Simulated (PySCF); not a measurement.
SMILES C([SiH2][SiH2]c1ccco1)#C (C₆H₈OSi₂), GFN2-xTB optimised geometry.

```
17

C     -1.11     0.34    -3.93
C     -1.67    -0.16    -2.98
Si    -2.44    -0.92    -1.48
Si    -0.77    -1.62    -0.04
C      0.55    -0.29     0.00
C      1.91    -0.29     0.00
C      2.32     1.07     0.00
C      1.18     1.80     0.00
O      0.10     1.00     0.00
H     -0.64     0.77    -4.76
H     -3.29    -2.02    -1.97
H     -3.33     0.11    -0.92
H     -0.08    -2.86    -0.42
H     -1.25    -1.82     1.34
H      2.55    -1.15     0.00
H      3.33     1.44     0.00
H      1.00     2.86     0.00
```

Density from CAM-B3LYP/def2-SVP (PySCF) at that geometry.

Minimum of the electron density along straight lines between bonded atoms, close to the bond critical point (lines longer than 1.1 times the sum of covalent radii, or with two minima, are not listed):

| bond | length / Å | ρ at the minimum / e bohr⁻³ | ∇²ρ there / e bohr⁻⁵ | position (fraction from the first atom) |
|---|---|---|---|---|
| C1–C2 | 1.203 | 0.405 | -1.14 | 0.53 |
| C2–Si3 | 1.851 | 0.110 | 0.40 | 0.61 |
| Si4–C5 | 1.873 | 0.113 | 0.38 | 0.38 |
| C5–C6 | 1.368 | 0.325 | -0.83 | 0.51 |
| C6–C7 | 1.413 | 0.295 | -0.71 | 0.50 |
| C7–C8 | 1.361 | 0.328 | -0.85 | 0.48 |
| C5–O9 | 1.357 | 0.278 | 0.08 | 0.33 |
| C8–O9 | 1.339 | 0.293 | 0.05 | 0.33 |
| C1–H10 | 1.053 | 0.293 | -1.24 | 0.66 |
| Si3–H11 | 1.471 | 0.116 | 0.32 | 0.49 |
| Si3–H12 | 1.470 | 0.117 | 0.32 | 0.49 |
| Si4–H13 | 1.468 | 0.116 | 0.33 | 0.49 |
| Si4–H14 | 1.473 | 0.115 | 0.32 | 0.49 |
| C6–H15 | 1.071 | 0.286 | -1.13 | 0.64 |
| C7–H16 | 1.071 | 0.285 | -1.12 | 0.64 |
| C8–H17 | 1.073 | 0.291 | -1.19 | 0.65 |
